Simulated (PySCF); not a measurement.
CH3AlF (SMILES [CH3][Al][F]), doublet, at a GFN2-xTB geometry (such geometries of metal compounds can be far from the true shape) (the spin is typed, not shown lowest); B3LYP/def2-TZVP (PySCF).

Input for PySCF:
```python
from pyscf import gto, scf, dft

mol = gto.M(
    atom='''
Al    0.44002451   -0.09977454    0.26333881
C    -0.05333652    1.40742987   -0.99749356
H    -0.86612180    2.02472343   -0.60563875
H    -0.37041732    1.04109293   -1.97751446
H     0.81040018    2.05814325   -1.15112478
F    -0.55268450   -1.36349663    0.69953719
''',
    basis='def2-tzvp',
    spin=1,
    verbose=4,
)

mf = dft.UKS(mol)
mf.xc = 'b3lyp'
mf.kernel()
mf.analyze()
```

What the program printed (banner, timings and long lists left out):

```
PySCF version 2.14.0

[INPUT] verbose = 4
[INPUT] num. atoms = 6
[INPUT] num. electrons = 31
[INPUT] charge = 0
[INPUT] spin (= nelec alpha-beta = 2S) = 1
[INPUT] symmetry False subgroup None
[INPUT] Mole.unit = angstrom
[INPUT] Symbol           X                Y                Z      unit          X                Y                Z       unit  Magmom
[INPUT]  1 Al     0.440024510000  -0.099774540000   0.263338810000 AA    0.831525811996  -0.188546554804   0.497638228869 Bohr   0.0
[INPUT]  2 C     -0.053336520000   1.407429870000  -0.997493560000 AA   -0.100791415237   2.659656993832  -1.884989639417 Bohr   0.0
[INPUT]  3 H     -0.866121800000   2.024723430000  -0.605638750000 AA   -1.636732992515   3.826172760690  -1.144491367924 Bohr   0.0
[INPUT]  4 H     -0.370417320000   1.041092930000  -1.977514460000 AA   -0.699987286595   1.967380507921  -3.736960736767 Bohr   0.0
[INPUT]  5 H      0.810400180000   2.058143250000  -1.151124780000 AA    1.531434391498   3.889327067622  -2.175310569400 Bohr   0.0
[INPUT]  6 F     -0.552684500000  -1.363496630000   0.699537190000 AA   -1.044422338292  -2.576635202467   1.321933703048 Bohr   0.0

nuclear repulsion = 87.4953166668999
number of shells = 47
number of NR pGTOs = 179
number of NR cGTOs = 117
basis = def2-tzvp
ecp = {}

******** <class 'pyscf.dft.uks.UKS'> ********
method = UKS
initial guess = minao
damping factor = 0
level_shift factor = 0
DIIS = <class 'pyscf.scf.diis.CDIIS'>
diis_start_cycle = 1
diis_space = 8
diis_damp = 0
SCF conv_tol = 1e-09
SCF conv_tol_grad = None
SCF max_cycles = 50
direct_scf = True
direct_scf_tol = 1e-13
number electrons alpha = 16  beta = 15
XC library pyscf.dft.libxc version 7.1.2
    S. Lehtola, C. Steigemann, M. J. T. Oliveira, and M. A. L. Marques,  SoftwareX 7, 1–5 (2018)
XC functionals = b3lyp
    P. J. Stephens, F. J. Devlin, C. F. Chabalowski, and M. J. Frisch,  J. Phys. Chem. 98, 11623 (1994)
radial grids:
    Treutler-Ahlrichs [JCP 102, 346 (1995); DOI:10.1063/1.469408] (M4) radial grids

becke partition: Becke, JCP 88, 2547 (1988); DOI:10.1063/1.454033
pruning grids: <function nwchem_prune>
grids dens level: 3
symmetrized grids: False
atomic radii adjust function: <function treutler_atomic_radii_adjust>
small_rho_cutoff = 0
Set gradient conv threshold to 3.16228e-05
tot grids = 76984
init E= -382.212018087846

cycle= 1 E= -382.200742351589  delta_E= 0.0113  |g|= 0.544  |ddm|= 1.44
cycle= 2 E= -381.890643160723  delta_E= 0.31  |g|= 1.11  |ddm|= 0.888
cycle= 3 E= -382.311408704558  delta_E= -0.421  |g|= 0.112  |ddm|= 0.56
cycle= 4 E= -382.31655741717  delta_E= -0.00515  |g|= 0.0465  |ddm|= 0.11
cycle= 5 E= -382.317623418482  delta_E= -0.00107  |g|= 0.00398  |ddm|= 0.0418
cycle= 6 E= -382.317634832393  delta_E= -1.14e-05  |g|= 0.0011  |ddm|= 0.00761
cycle= 7 E= -382.317635946003  delta_E= -1.11e-06  |g|= 0.000381  |ddm|= 0.00292
cycle= 8 E= -382.317636076538  delta_E= -1.31e-07  |g|= 7.48e-05  |ddm|= 0.000945
cycle= 9 E= -382.317636083115  delta_E= -6.58e-09  |g|= 3.35e-05  |ddm|= 0.000167
cycle= 10 E= -382.317636083964  delta_E= -8.5e-10  |g|= 5.1e-06  |ddm|= 5.65e-05
Extra cycle  E= -382.317636083996  delta_E= -3.14e-11  |g|= 3.42e-06  |ddm|= 1.16e-05
converged SCF energy = -382.317636083996  <S^2> = 0.75263855  2S+1 = 2.0026368
**** SCF Summaries ****
Total Energy =                        -382.317636083995637
Nuclear Repulsion Energy =              87.495316666899853
One-electron Energy =                 -704.111408281563399
Two-electron Energy =                  234.298455530667923
Two-electron Coulomb Energy =          270.033596373214607
DFT Exchange-Correlation Energy =      -35.735140842546677
**** MO energy ****
                             alpha | beta                alpha | beta
MO #1   energy= -56.0441971925199  | -56.0416449578503  occ= 1 | 1
MO #2   energy= -24.6408241062164  | -24.6390624676287  occ= 1 | 1
MO #3   energy= -10.1645948595873  | -10.1606702070051  occ= 1 | 1
MO #4   energy= -4.14990970718113  | -4.14627835092111  occ= 1 | 1
MO #5   energy= -2.70557295846654  | -2.7031951837416   occ= 1 | 1
MO #6   energy= -2.7028634218193   | -2.6976891784213   occ= 1 | 1
MO #7   energy= -2.69868718501698  | -2.69559503395915  occ= 1 | 1
MO #8   energy= -1.13991952584697  | -1.13592127849149  occ= 1 | 1
MO #9   energy= -0.694593376946592 | -0.687078487866273 occ= 1 | 1
MO #10  energy= -0.461168819660069 | -0.454051118407905 occ= 1 | 1
MO #11  energy= -0.412358167539714 | -0.409011823551839 occ= 1 | 1
MO #12  energy= -0.411297304699281 | -0.4086044547623   occ= 1 | 1
MO #13  energy= -0.403253067245023 | -0.401541813947205 occ= 1 | 1
MO #14  energy= -0.403108742525577 | -0.399053368731227 occ= 1 | 1
MO #15  energy= -0.344830705245741 | -0.324376027918433 occ= 1 | 1
MO #16  energy= -0.198306047325367 | -0.0974316453427519 occ= 1 | 0
MO #17  energy= -0.0544592241597996 | -0.0341150977862048 occ= 0 | 0
MO #18  energy= 0.0127237213943557 | 0.0211640056225108 occ= 0 | 0
MO #19  energy= 0.0283734613246775 | 0.0357058484406532 occ= 0 | 0
MO #20  energy= 0.0914583852083928 | 0.0972157424436706 occ= 0 | 0
MO #21  energy= 0.097535270817291  | 0.0992233922357973 occ= 0 | 0
MO #22  energy= 0.109350831775206  | 0.118011638923146  occ= 0 | 0
MO #23  energy= 0.150736130482729  | 0.16415217831011   occ= 0 | 0
MO #24  energy= 0.165480008574266  | 0.178480813462807  occ= 0 | 0

To work with the spin densities directly, `use mulliken_meta_spin()` only printing them here.

 ** Mulliken spin pop alpha/beta on meta-lowdin orthogonal AOs **
 ** Mulliken Spin Density (per AO)  **
spin_pop of  0 Al 1s        0.00001
spin_pop of  0 Al 2s        0.00017
spin_pop of  0 Al 3s        0.39158
spin_pop of  0 Al 4s        0.00716
spin_pop of  0 Al 5s        0.00012
spin_pop of  0 Al 2px       0.00002
spin_pop of  0 Al 2py      -0.00001
spin_pop of  0 Al 2pz      -0.00000
spin_pop of  0 Al 3px       0.27034
spin_pop of  0 Al 3py       0.00329
spin_pop of  0 Al 3pz       0.08382
spin_pop of  0 Al 4px       0.00052
spin_pop of  0 Al 4py      -0.00006
spin_pop of  0 Al 4pz       0.00014
spin_pop of  0 Al 5px       0.00003
spin_pop of  0 Al 5py      -0.00000
spin_pop of  0 Al 5pz       0.00000
spin_pop of  0 Al 6px       0.00001
spin_pop of  0 Al 6py       0.00000
spin_pop of  0 Al 6pz       0.00001
spin_pop of  0 Al 3dxy      0.00012
spin_pop of  0 Al 3dyz      0.00605
spin_pop of  0 Al 3dz^2    -0.00001
spin_pop of  0 Al 3dxz      0.00028
spin_pop of  0 Al 3dx2-y2    0.00442
spin_pop of  0 Al 4dxy      0.00003
spin_pop of  0 Al 4dyz      0.00002
spin_pop of  0 Al 4dz^2     0.00002
spin_pop of  0 Al 4dxz      0.00000
spin_pop of  0 Al 4dx2-y2    0.00002
spin_pop of  0 Al 4f-3      0.00004
spin_pop of  0 Al 4f-2      0.00006
spin_pop of  0 Al 4f-1      0.00010
spin_pop of  0 Al 4f+0     -0.00000
spin_pop of  0 Al 4f+1     -0.00001
spin_pop of  0 Al 4f+2      0.00014
spin_pop of  0 Al 4f+3      0.00011
spin_pop of  1 C 1s       -0.00000
spin_pop of  1 C 2s        0.03547
spin_pop of  1 C 3s        0.00008
spin_pop of  1 C 4s        0.00181
spin_pop of  1 C 5s        0.00029
spin_pop of  1 C 2px       0.01621
spin_pop of  1 C 2py       0.07147
spin_pop of  1 C 2pz       0.05453
spin_pop of  1 C 3px       0.00060
spin_pop of  1 C 3py       0.00023
spin_pop of  1 C 3pz       0.00048
spin_pop of  1 C 4px       0.00006
spin_pop of  1 C 4py       0.00016
spin_pop of  1 C 4pz       0.00003
spin_pop of  1 C 3dxy      0.00001
spin_pop of  1 C 3dyz      0.00009
spin_pop of  1 C 3dz^2    -0.00001
spin_pop of  1 C 3dxz      0.00003
spin_pop of  1 C 3dx2-y2    0.00008
spin_pop of  1 C 4dxy      0.00006
spin_pop of  1 C 4dyz      0.00000
spin_pop of  1 C 4dz^2    -0.00002
spin_pop of  1 C 4dxz      0.00004
spin_pop of  1 C 4dx2-y2    0.00001
spin_pop of  1 C 4f-3      0.00002
spin_pop of  1 C 4f-2      0.00008
spin_pop of  1 C 4f-1      0.00005
spin_pop of  1 C 4f+0      0.00003
spin_pop of  1 C 4f+1      0.00001
spin_pop of  1 C 4f+2      0.00001
spin_pop of  1 C 4f+3      0.00001
spin_pop of  2 H 1s        0.00446
spin_pop of  2 H 2s        0.00080
spin_pop of  2 H 3s        0.00003
spin_pop of  2 H 2px      -0.00000
spin_pop of  2 H 2py      -0.00001
spin_pop of  2 H 2pz       0.00004
spin_pop of  3 H 1s        0.00565
spin_pop of  3 H 2s        0.00090
spin_pop of  3 H 3s        0.00004
spin_pop of  3 H 2px      -0.00000
spin_pop of  3 H 2py       0.00005
spin_pop of  3 H 2pz      -0.00002
spin_pop of  4 H 1s       -0.00513
spin_pop of  4 H 2s        0.00006
spin_pop of  4 H 3s        0.00003
spin_pop of  4 H 2px      -0.00000
spin_pop of  4 H 2py      -0.00000
spin_pop of  4 H 2pz      -0.00000
spin_pop of  5 F 1s       -0.00000
spin_pop of  5 F 2s        0.00441
spin_pop of  5 F 3s        0.00054
spin_pop of  5 F 4s        0.00004
spin_pop of  5 F 5s        0.00003
spin_pop of  5 F 2px       0.03339
spin_pop of  5 F 2py       0.00299
spin_pop of  5 F 2pz      -0.00102
spin_pop of  5 F 3px       0.00183
spin_pop of  5 F 3py      -0.00012
spin_pop of  5 F 3pz       0.00022
spin_pop of  5 F 4px       0.00000
spin_pop of  5 F 4py       0.00008
spin_pop of  5 F 4pz       0.00002
spin_pop of  5 F 3dxy      0.00012
spin_pop of  5 F 3dyz     -0.00000
spin_pop of  5 F 3dz^2     0.00003
spin_pop of  5 F 3dxz      0.00001
spin_pop of  5 F 3dx2-y2    0.00001
spin_pop of  5 F 4dxy      0.00005
spin_pop of  5 F 4dyz     -0.00000
spin_pop of  5 F 4dz^2     0.00001
spin_pop of  5 F 4dxz     -0.00000
spin_pop of  5 F 4dx2-y2    0.00000
spin_pop of  5 F 4f-3      0.00000
spin_pop of  5 F 4f-2      0.00000
spin_pop of  5 F 4f-1      0.00000
spin_pop of  5 F 4f+0      0.00000
spin_pop of  5 F 4f+1      0.00000
spin_pop of  5 F 4f+2     -0.00000
spin_pop of  5 F 4f+3      0.00000
 ** Mulliken Spin Density (per atom)  **
spin density of  0 Al =      0.76852
spin density of  1 C =      0.18195
spin density of  2 H =      0.00532
spin density of  3 H =      0.00661
spin density of  4 H =     -0.00506
spin density of  5 F =      0.04266
 ** Mulliken pop alpha/beta on meta-lowdin orthogonal AOs **
 ** Mulliken pop       alpha | beta **
In total            16.00000 | 15.00000
 ** Mulliken atomic charges   ( Nelec_alpha | Nelec_beta ) **
charge of  0Al =      0.76856  (     6.49998      5.73146 )
charge of  1C =     -0.62070  (     3.40133      3.21938 )
charge of  2H =      0.12911  (     0.43810      0.43279 )
charge of  3H =      0.12858  (     0.43902      0.43240 )
charge of  4H =      0.12997  (     0.43248      0.43754 )
charge of  5F =     -0.53552  (     4.78909      4.74643 )
Dipole moment(X, Y, Z, Debye):  0.68454,  1.55083, -0.77217
```
